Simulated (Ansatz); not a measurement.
Ansatz (a quantum-chemistry and plane-wave program) input (CCSD(T)/aug-cc-pV(D+d)Z):
A basis named .json is the Basis Set Exchange file of that set.

Ansatz 0.2 input:
```yaml
crystal:
  periodic: [false, false, false]
  atoms:
    - {symbol: Si, position_ang: [-0.04192508, -0.01840011, 0.31586512]}
    - {symbol: F, position_ang: [-0.70233183, 0.48904794, 1.67449525]}
    - {symbol: O, position_ang: [-0.53089354, 0.95925523, -0.88786652]}
    - {symbol: C, position_ang: [-0.43031809, 2.37810524, -0.87783049]}
    - {symbol: O, position_ang: [1.55309453, 0.01372357, 0.58594608]}
    - {symbol: C, position_ang: [2.53335631, -0.47793901, -0.31974983]}
    - {symbol: O, position_ang: [-0.50419849, -1.52376834, -0.04819006]}
    - {symbol: C, position_ang: [-1.78207953, -1.91539218, -0.53562823]}
    - {symbol: H, position_ang: [0.60865733, 2.69752559, -0.76240260]}
    - {symbol: H, position_ang: [-1.02438373, 2.80569278, -0.06693323]}
    - {symbol: H, position_ang: [-0.81007148, 2.74750086, -1.82958218]}
    - {symbol: H, position_ang: [2.47281249, 0.03537901, -1.28323027]}
    - {symbol: H, position_ang: [2.40906734, -1.55084190, -0.48053013]}
    - {symbol: H, position_ang: [3.51325812, -0.29312036, 0.11819065]}
    - {symbol: H, position_ang: [-1.70813496, -2.94854038, -0.87266170]}
    - {symbol: H, position_ang: [-2.53163675, -1.85429344, 0.25679129]}
    - {symbol: H, position_ang: [-2.09140303, -1.28546005, -1.37207570]}
basis:
  gaussian:
    orbitals: aug-cc-pV_D+d_Z.json
magnetization: {spin_polarized: false}
correlation: {method: ccsd_t, electrons: outside_noble_gas}
output: {forces: true}
```

End of the output:

```
Atom 3 at    -0.430318     2.378105    -0.877830 Å, force     0.041052     0.030638     0.091476 eV/Å
Atom 4 at     1.553095     0.013724     0.585946 Å, force     0.425060     0.229680     0.630532 eV/Å
Atom 5 at     2.533356    -0.477939    -0.319750 Å, force    -0.042351    -0.036597    -0.090744 eV/Å
Atom 6 at    -0.504198    -1.523768    -0.048190 Å, force     0.344834    -0.668028    -0.016825 eV/Å
Atom 7 at    -1.782080    -1.915392    -0.535628 Å, force    -0.074184     0.077161    -0.004115 eV/Å
Atom 8 at     0.608657     2.697526    -0.762403 Å, force     0.444594     0.131598     0.047822 eV/Å
Atom 9 at    -1.024384     2.805693    -0.066933 Å, force    -0.252631     0.176933     0.350709 eV/Å
Atom 10 at    -0.810071     2.747501    -1.829582 Å, force    -0.157425     0.151288    -0.399026 eV/Å
Atom 11 at     2.472812     0.035379    -1.283230 Å, force    -0.031948     0.222910    -0.410107 eV/Å
Atom 12 at     2.409067    -1.550842    -0.480530 Å, force    -0.056513    -0.458387    -0.065524 eV/Å
Atom 13 at     3.513258    -0.293120     0.118191 Å, force     0.405416     0.079657     0.186186 eV/Å
Atom 14 at    -1.708135    -2.948540    -0.872662 Å, force     0.037254    -0.430186    -0.138300 eV/Å
Atom 15 at    -2.531637    -1.854293     0.256791 Å, force    -0.312321     0.034741     0.341080 eV/Å
Atom 16 at    -2.091403    -1.285460    -1.372076 Å, force    -0.126607     0.270369    -0.362806 eV/Å
Dipole moment:     0.013695     0.056155    -0.446979 e Å
```
